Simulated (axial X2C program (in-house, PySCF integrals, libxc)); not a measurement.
# RbC⁺: from the spin-free to the two-component result

All values were computed with an in-house relativistic program for diatomic molecules. Spin-free means the one-electron spin-free X2C Hamiltonian; two-component (2c) means X2C with spin–orbit coupling and atomic mean-field two-electron Coulomb and Gaunt terms, so the difference of the two also holds small scalar two-electron terms. Basis: Rb dyall-cv3z [12s13p8d4f1g], C dyall-v3z [7s6p2d1f] (cores contracted in-house); Gaussian nuclei, density fitting, unrestricted open shells. Masses: Rb 84.912 u, C 12.000 u.

Spin-free state: M_S = 1, Λ = 1 (beyond evenly filled blocks: σα, π+α); fragments Rb+ + C.

| level | Re (Å) | ωe (cm⁻¹) | De (eV) | μ (D) |
| --- | --- | --- | --- | --- |
| PBE0 | 3.342 | 107.2 | 0.067 | -1.09 |
| HF | 3.491 | 93.6 | 0.042 | -1.33 |
| MP2 | 3.345 | 109.7 | 0.143 | n/a |
| CCSD | 3.370 | 106.4 | 0.153 | n/a |
| CCSD(T) | 3.357 | 108.2 | 0.150 | n/a |
| r2SCAN0 | 3.335 | 109.1 | n/a | -1.11 |

Correlated methods: 12 electrons correlated (number of frozen shells: Rb 3 s, 2 p, 1 d; C 1 s), 240 virtual spin orbitals or spinors in MP2, 90 natural virtuals in coupled cluster.

Dipoles are positive if C is the positive end and refer to the centre of mass.

Two-component determinant lowest at the distance of the search:

Ω = 2 (⟨Sz⟩ = 1.00, ⟨Lz⟩ = 1.00 at HF); fragments Rb+ + C.

| level | Re (Å) | ωe (cm⁻¹) | De (eV) | μ (D) |
| --- | --- | --- | --- | --- |
| PBE0 | 3.343 | 107.1 | 0.064 | -1.09 |
| HF | 3.492 | 93.6 | 0.039 | -1.33 |
| MP2 | 3.346 | 109.6 | 0.141 | n/a |
| CCSD | 3.371 | 106.4 | 0.151 | n/a |
| CCSD(T) | 3.358 | 108.1 | 0.150 | n/a |
| r2SCAN0 | 3.336 | 109.1 | n/a | -1.11 |

Problem. From the two tables, how do the constants change at the CCSD(T) level (2c against spin-free)?

Solution. At the CCSD(T) level Re rises by 0.001 Å and ωe stays the same within 0.2 cm⁻¹; De is not compared, since the atomic limits differ or miss part of their spin–orbit lowering.

Occupations by symmetry block were frozen at the best pattern of an incomplete PBE0 search. De is counted from the lowest determinant-based energies of the atoms at the same level, without counterpoise correction. Density functionals use the spin component along the axis (collinear). Coupled cluster ran in a truncated set of natural virtual spinors; the MP2 energy of the rest was added. (T) has no such correction and the atoms are truncated less, which lowers De at CCSD(T) by a hundredth of an eV or more. The 2c atoms are single determinants rather than J levels; their spin–orbit lowering is only partly caught, and De is too large by that part. This holds for PBE0, MP2, CCSD, CCSD(T), r2SCAN0. PBE0 can misorder states that lie within some tenths of an eV, so this need not be the ground state of the molecule. The nearest other spin-free determinant of the search, M_S = 1, Λ = 0, lies 0.13 eV up at the distance of the search. Without a current term, density functionals place determinants with orbital angular momentum somewhat too high. The atomic limit has a lower orbital projection than the molecule and lies lower at mean-field level, so De may be about a tenth of an eV too small. With several unpaired electrons one determinant need not be a pure state. Open-shell Ω = 0 determinants with evenly filled partner blocks cannot be reached by this program, so the Ω shown need not be the lowest component.
